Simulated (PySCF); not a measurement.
## Relaxation of singlet SrF2

All numbers come from PySCF, PBE, basis Sr def2-TZVP with ECP28, F def2-TZVP (scalar-relativistic core potentials, no spin–orbit coupling, density fitting). A (50,194) grid was used.

A hand-made linear start, of D∞h symmetry, held to at least that symmetry:

```xyz
3
charge 0 multiplicity 1, angstrom
Sr    0.0000    0.0000    0.0000
F     0.0000    0.0000    2.4900
F     0.0000    0.0000   -2.4900
```

(1) What forces act on the atoms at the start (eV/Å)?

(2) What does it relax to?

(3) How much energy is released, and in how many steps?

Answers

(1) 
| atom | Fx | Fy | Fz |
| --- | --- | --- | --- |
| Sr1 | 0.00 | 0.00 | 0.00 |
| F2 | 0.00 | 0.00 | -2.23 |
| F3 | 0.00 | 0.00 | 2.23 |

(2) It ends at D∞h with Sr–F 2.172 Å (×2); F–Sr–F 180.0° (after a last refinement on a finer grid). A frequency run shows 2 imaginary modes (one degenerate set), down to 83i cm⁻¹, so it is a higher-order saddle point. Other isomers or separated fragments may lie lower.

(3) 84.1 kJ/mol in 5 steps.

The relaxation took 30 s on 2 threads of a shared Intel Xeon @ 2.50GHz (Skylake/Cascade Lake) host, with 95 basis functions and 6 gradients; the process peaked at 0.46 GiB. Launch command: `OMP_NUM_THREADS=2 python axn.py task.json out`.
